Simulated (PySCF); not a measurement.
CH₃ClSTe, SMILES CS[Te]Cl. Atoms are numbered in the order given.

```xyz
7

Te     0.2312     0.0321     0.7354
Cl     0.8228     1.9406    -0.6324
S     -0.3835    -1.5692    -0.9270
C     -2.0968    -1.0877    -1.3709
H     -2.7620    -1.1350    -0.4987
H     -2.4285    -1.8126    -2.1299
H     -2.1029    -0.0784    -1.8033
```

Geometry optimised at B3LYP-D3(BJ)/def2-SVP. The structure was generated by enumeration, and PubChem lists no compound with its InChIKey, so it may never have been made. The def2 effective core potentials stand for the cores of Te; spin–orbit coupling is left out. One conformer was computed; it need not be the lowest.

All values below come from HF/def2-TZVP run with PySCF.

Isolated molecule, no solvent.

total energy: -1163.71468 hartree
highest occupied level: -9.03 eV
lowest empty level: 0.69 eV
orbital gap: 9.72 eV
dipole moment: 0.608 e·Å
quadrupole, principal values (traceless, Buckingham form, about the centre of nuclear charge): -6.71, -2.73, 9.44 D·Å
mean static polarisability: 80.4 bohr³ (11.91 Å³)
polarisability, principal values: 59.6, 76.2, 105.4 bohr³
